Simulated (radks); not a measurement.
Values are calculated unless marked as measured or tabulated.
Species: the germanium ion Ge4+. Configuration: [Ar] 3d10.

Code: a radial shooting solver on a logarithmic mesh with Libxc functionals. Model: Dirac Kohn-Sham, PBE, spin-unpolarised, spherical densities, finite nucleus; Fermi nuclear charge, rms radius 4.0742 fm.

Energy parts (eV):
| part | energy |
|---|---|
| total | -57010.495 |
| kinetic | 58219.626 |
| electron-nucleus | -136200.932 |
| Hartree | 23104.482 |
| exchange-correlation | -2133.671 |

Orbitals (lengths in bohr, moments of r in powers of bohr; r(90%) holds 90 % of the orbital's charge):
| orbital | occ. | eigenvalue (eV) | r(90%) | small-component weight |
|---|---|---|---|---|
| 1s1/2 | 2 | -11008.03 | 0.0840 | 1.34e-02 |
| 2s1/2 | 2 | -1420.454 | 0.325 | 2.60e-03 |
| 2p1/2 | 2 | -1268.997 | 0.297 | 2.58e-03 |
| 2p3/2 | 4 | -1237.110 | 0.302 | 2.53e-03 |
| 3s1/2 | 2 | -217.5879 | 0.932 | 5.95e-04 |
| 3p1/2 | 2 | -167.5902 | 0.981 | 5.45e-04 |
| 3p3/2 | 4 | -163.3064 | 0.997 | 5.31e-04 |
| 3d3/2 | 4 | -78.3838 | 1.20 | 4.08e-04 |
| 3d5/2 | 6 | -77.7854 | 1.21 | 4.04e-04 |
| 4s1/2 | 0 | -52.2906 | 2.56 | 1.02e-04 |
| 4p1/2 | 0 | -41.2456 | 2.90 | 8.32e-05 |
| 4p3/2 | 0 | -40.7769 | 2.93 | 8.20e-05 |

The highest occupied level is 3d5/2 at -77.785 eV. The electron density at the nucleus is 3.169e+04 e/bohr^3.
